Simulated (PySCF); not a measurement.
Computed IR spectrum (relative IR intensity) of a molecule CH₇GeNSi₂. Coordinates come from a ωB97X-D3(BJ)/def2-SVP optimisation. Other conformers were not sampled. Computed with ωB97X-D3(BJ)/def2-SVP (PySCF). Frequencies are harmonic and unscaled.

| ν (cm⁻¹) | relative intensity |
|---|---|
| 365 | 4.4 |
| 602 | 12 |
| 640 | 28 |
| 683 | 13 |
| 713 | 22 |
| 743 | 19 |
| 820 | 89 |
| 870 | 26 |
| 921 | 100 |
| 953 | 15 |
| 957 | 31 |
| 962 | 69 |
| 982 | 5.6 |
| 1640 | 18 |
| 2166 | 48 |
| 2171 | 40 |
| 2248 | 90 |
| 2260 | 40 |
| 2266 | 48 |
| 2279 | 40 |

**Question.** Which structure fits?
(A) [GeH3][Si@@H]1C=N[SiH2]1
(B) [SiH3]C1=[N][GeH2][SiH2]1
(C) [SiH3][C]1=N[SiH2][GeH2]1
(D) [GeH3][C]1=N[SiH2][SiH2]1

**Answer.** C, [SiH3][C]1=N[SiH2][GeH2]1
